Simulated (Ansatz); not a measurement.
Program: Ansatz. Geometries: PBE0-D4/def2-TZVP. ΔE: electronic, gas phase. CCSD(T)/CBS adds triple-zeta CCSD(T) − MP2 to the extrapolated MP2 energy (def2 sets, frozen cores). This one scheme is used for every species. DFT in def2-TZVPP. For Br outer-core shells are correlated without core-valence functions, which leaves a few kJ/mol of doubt a bond. Scalar relativity is left out up to krypton. One conformer a species, not always the lowest.

Consider the ligand exchange at the Si–N bond: `O[SiH](O)N[Si](F)(F)F` + HBr → `O[SiH](O)Br` + `N[Si](F)(F)F`.

`O[SiH](O)N[Si](F)(F)F`:

```xyz
12

O     0.099   -0.708   -1.745
Si   -0.956    0.047   -0.756
O    -2.253   -0.830   -0.280
N    -0.141    0.411    0.719
Si    1.513    0.424    1.013
F     2.202   -0.921    0.551
F     1.772    0.605    2.556
F     2.284    1.570    0.259
H     0.579   -1.472   -1.417
H    -1.395    1.230   -1.520
H    -2.974   -0.932   -0.902
H    -0.731    0.575    1.523
```

HBr:

```xyz
2

Br   -0.567    0.149    0.401
H     0.567   -0.149   -0.401
```

`O[SiH](O)Br`:

```xyz
7

O    -0.081   -1.439   -0.673
Si    0.372    0.006   -0.096
O    -0.298    0.253    1.370
Br   -0.288    1.674   -1.421
H    -1.017   -1.644   -0.714
H     1.842   -0.001   -0.078
H    -0.530    1.150    1.612
```

`N[Si](F)(F)F`:

Cartesian coordinates in Å:
```
N 0.425 -0.929 -0.251
Si -0.250 0.562 0.092
F -0.563 0.843 1.613
F -1.626 0.703 -0.660
F 0.737 1.702 -0.359
H -0.128 -1.766 -0.312
H 1.405 -1.115 -0.124
```

```tsv
level	ΔE (eV)
PBE0-D4	-0.28
CAM-B3LYP-D4	-0.18
ωB97X-V	-0.24
PBE-QIDH	-0.29
MP2/def2-SVP	-0.13
CCSD/def2-SVP	-0.08
HF/def2-QZVPP	-0.27
MP2/def2-QZVPP	-0.28
```

Task: What does CCSD(T)/CBS give? (Estimate.)

Result: The calculation gave: -0.25 eV. The listed levels differ from it by -0.03, 0.07, 0.01, -0.04, 0.12, 0.17, -0.02, -0.03 eV.

Largest T1 diagnostic among the species: 0.012.

From BLYP to BHLYP (50 % exact exchange), in def2-TZVPP and without D4, ΔE moves by +0.04 eV. In def2-TZVPP, CCSD(T) changes the Hartree–Fock value by +0.10 eV (the triples alone add +0.01 eV) and MP2 by +0.04 eV.
